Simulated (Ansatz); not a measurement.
`C[S][SnH][F]` radical, relaxed with UKS PBE0-D4/def2-TZVP in Ansatz from a PBE-D4/def2-SVP geometry. The force threshold is 0.005 eV/Å; the program also tests the step.

Charge 0, multiplicity 2. Sn: def2 effective core potential.

Start:

```xyz
8

C     0.652    0.460   -1.082
S    -0.968    1.017   -0.422
Sn   -1.409   -0.872    1.136
F     0.449   -1.583    1.270
H     0.531    0.075   -2.114
H     1.315    1.348   -1.102
H     1.094   -0.317   -0.428
H    -1.663   -0.129    2.742
```

(1) By how much does the energy fall, and how many steps does the optimiser take? (Estimate.)

(2) Which bonds change most? (Best estimate.)

(3) Give the relaxed structure. (An estimate is asked.)

## Answers

(1) Ansatz gave: 2.47 kcal/mol, in 12 steps, 1 of them rejected.

(2) Ansatz gave: S2–Sn3 from 2.488 to 2.405 Å; Sn3–F4 from 1.993 to 1.942 Å; Sn3–H8 from 1.788 to 1.741 Å; C1–H7 from 1.108 to 1.089 Å.

(3) Ansatz gave: 
```xyz
8

C     0.681    0.481   -1.103
S    -0.734    1.146   -0.178
Sn   -1.349   -0.806    1.087
F     0.383   -1.626    1.408
H     0.344   -0.068   -1.981
H     1.265    1.343   -1.427
H     1.299   -0.157   -0.473
H    -1.888   -0.314    2.667
```
